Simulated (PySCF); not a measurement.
Electronic absorption of C3H4F3PSi

C3H4F3PSi.
SMILES: `FC(F)(F)P=C=C[SiH3]`

Computed with PySCF 2.14.0, density-fitted response routines, TDDFT CAM-B3LYP/def2-SVPD, vertical, gas phase, core orbitals frozen in the response. Isolated species at its GFN2-xTB geometry, gas phase. Torsions of this conformer, `[F:1][C:2]([F:3])([F:4])[P:5]=[C:6]=[CH:7][SiH3:8]`: F1–C2–P5–C6 -59°.

**Question.** Predict the UV-vis stick spectrum at this level.

**Answer.** 

```
state  E (eV)  λ (nm)  ν̃ (cm⁻¹)       f  |μ| (D)  main configurations (H = HOMO, L = LUMO)
   S1    4.58   270.6      36950  0.0011     0.25                               H→L+1 (95%)
   S2    4.72   262.6      38080  0.0028     0.39                               H-1→L (92%)
   S3    5.17   239.9      41690   0.185     3.07                  H→L (82%), H-1→L+1 (14%)
   S4    6.47   191.6      52190   0.531     4.65                H-1→L+1 (47%), H-2→L (34%)
   S5    6.52   190.2      52590   0.393     3.99                H-2→L (51%), H-1→L+1 (32%)
   S6    6.72   184.5      54210   0.016     0.79                  H→L+4 (56%), H→L+2 (25%)
   S7    7.10   174.6      57260   0.034     1.13                  H→L+2 (65%), H→L+4 (13%)
   S8    7.49   165.5      60430  0.0056     0.44                             H-1→L+2 (85%)
```

Triplets, Tamm–Dancoff:

```csv
state,E (eV),λ (nm),"main configurations (H = HOMO, L = LUMO)"
T1,2.91,425.8,H→L (95%)
T2,4.20,295.4,"H-1→L (58%), H→L+1 (38%)"
T3,4.21,294.2,"H→L+1 (36%), H-1→L+1 (30%), H-1→L (25%)"
```

The lowest singlet lies at 4.58 eV (271 nm, ultraviolet) and is very weak; its leading configuration is HOMO→LUMO+1 (95%). The most intense listed level is S4 at 6.47 eV (192 nm, f = 0.531), 1.89 eV above S1. Löwdin shares by element: HOMO carbon 41% or more, phosphorus 40%, silicon 5%; LUMO carbon 40% or more, phosphorus 37%, silicon 6% (atoms not listed hold the other 17%). Of the 8 states listed, 5 reach f = 0.01 and none stays under 0.0005. Weighted by f, the mean energy of these states is 6.30 eV. Orbital energies (eV): HOMO-3 -11.81, HOMO-2 -11.28, HOMO-1 -9.47, HOMO -8.83, LUMO -0.92, LUMO+1 -0.29, LUMO+2 0.87. Only the lowest 8 singlets were computed, as vertical energies without vibronic structure.
